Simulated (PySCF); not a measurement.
## Radial density of O+ (oxygen, charge +1)

UHF, [He] 2s2 2p3, high-spin 4S determinant. All numbers are calculated (PySCF 2.14, no relativity, point nucleus, in cc-pVDZ).

| r (bohr) | 4πr²ρ (e/bohr) | 4πr²(ρα − ρβ) |
| --- | --- | --- |
| 0.00418 | 0.06412 | 0.0001 |
| 0.00704 | 0.1741 | 0.0003 |
| 0.0118 | 0.4547 | 0.0007 |
| 0.0199 | 1.133 | 0.0019 |
| 0.0335 | 2.581 | 0.0050 |
| 0.0563 | 5.094 | 0.0130 |
| 0.0947 | 7.873 | 0.0409 |
| 0.159 | 8.212 | 0.1695 |
| 0.268 | 4.881 | 0.6484 |
| 0.451 | 3.060 | 1.7184 |
| 0.758 | 4.456 | 2.6570 |
| 1.28 | 2.976 | 1.6719 |
| 2.15 | 0.5046 | 0.2769 |
| 3.61 | 0.01770 | 0.0144 |
